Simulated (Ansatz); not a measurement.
Consider the redistribution: `[CH3][Ga]([CH3])[TeH]` + `[SiH3]C([SiH3])BCl` → `[SiH3]C([SiH3])[TeH]` + `[CH3][Ga]([CH3])[BH]Cl`.

Gas-phase electronic energies from Ansatz, PBE0-D4/def2-TZVP geometries. CCSD(T)/CBS adds triple-zeta CCSD(T) − MP2 to the extrapolated MP2 energy (def2 sets, frozen cores). DFT in def2-TZVPP. def2 core potentials past Kr. For Ga, Te outer-core shells are correlated without core-valence functions, which leaves a few kJ/mol of doubt a bond. Scalar relativity is left out up to krypton. One conformer a species, not always the lowest.

```json
{"species": "`[CH3][Ga]([CH3])[TeH]`", "PBE0-D4 energy (Eh)": "-2273.04375"}
{"species": "`[SiH3]C([SiH3])BCl`", "PBE0-D4 energy (Eh)": "-1106.57195"}
{"species": "`[SiH3]C([SiH3])[TeH]`", "PBE0-D4 energy (Eh)": "-889.66819"}
{"species": "`[CH3][Ga]([CH3])[BH]Cl`", "PBE0-D4 energy (Eh)": "-2489.86607"}
```

(1) Work out ΔE.

Largest T1 diagnostic among the species: 0.012.

Answers

(1) ΔE = (-889.66819) + (-2489.86607) − (-2273.04375) − (-1106.57195) = 0.08144 Eh = +51.1 kcal/mol. CCSD(T)/CBS gives +48.7 kcal/mol.

In def2-TZVPP, CCSD(T) changes the Hartree–Fock value by −4.7 kcal/mol (the triples alone add −0.4 kcal/mol) and MP2 by −2.9 kcal/mol. From PBE to PBE0 (25 % exact exchange), in def2-TZVPP and without D4, ΔE moves by +1.8 kcal/mol.
